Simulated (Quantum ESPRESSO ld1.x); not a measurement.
Problem. These are the eigenvalues of the occupied orbitals of an atom or ion with whole-number occupations (hartree). Calculated with ld1.x of Quantum ESPRESSO 7.5: scalar-relativistic Kohn-Sham, LDA (Slater exchange, Perdew-Zunger correlation), spin-polarised, spherical densities, point nucleus.

| orbital | eigenvalue |
|---|---|
| 1s up | -39.7983 |
| 1s down | -39.7131 |
| 2s up | -8.27779 |

Which element is it, and in what charge state? The configuration may be excited. Open shells, if any, are filled with parallel spins first.

Solution. Z = 10, neon, charge +7: Ne7+ in [He] 2s1. The list shows which subshells hold electrons but not how many an open one holds; the 1s level, -39.798 hartree, gives Z - s = 8.9 by -(Z - s)^2/2, which with screening and relativity narrows Z to a few neighbours, and the depths of the outer levels then fix element, charge and occupations together.
